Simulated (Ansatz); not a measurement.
`C[Si]1([SeH])CO1` and `F[Si]1([SeH])CO1` differ in one atom or group.

Ansatz, PBE0-D4/def2-TZVP geometries, multiplicity 1. Each molecule was computed in one conformer, which needn't be the lowest.

Scalar relativity is left out up to krypton.

```
                               property  `C[Si]1([SeH])CO1`
  HOMO energy (ωB97M-V/def2-TZVPP) / eV               -9.17
     HOMO energy (PBE0/def2-TZVPP) / eV               -7.00
      LUMO energy (PBE/def2-TZVPP) / eV               -0.98
HOMO–LUMO gap (ωB97M-V/def2-TZVPP) / eV               10.90
   HOMO–LUMO gap (PBE0/def2-TZVPP) / eV                6.90
    HOMO–LUMO gap (PBE/def2-TZVPP) / eV                4.81
```

Give the same properties after the change, and the shifts. (Best estimate.)

Computed: 
| property | `F[Si]1([SeH])CO1` | shift |
| --- | --- | --- |
| HOMO energy (ωB97M-V/def2-TZVPP) / eV | -9.71 | -0.54 |
| HOMO energy (PBE0/def2-TZVPP) / eV | -7.54 | -0.54 |
| LUMO energy (PBE/def2-TZVPP) / eV | -1.49 | -0.51 |
| HOMO–LUMO gap (ωB97M-V/def2-TZVPP) / eV | 11.08 | 0.18 |
| HOMO–LUMO gap (PBE0/def2-TZVPP) / eV | 6.95 | 0.05 |
| HOMO–LUMO gap (PBE/def2-TZVPP) / eV | 4.82 | 0.01 |

With PBE0 the HOMO falls by 0.54 eV and the LUMO falls by 0.49 eV, so the gap widens by about 0.05 eV. PBE moves the HOMO by -0.52 eV and ωB97M-V by -0.54 eV.

Spin–orbit coupling is left out; it splits and shifts lone-pair levels of the heavy atoms by tenths of an eV.
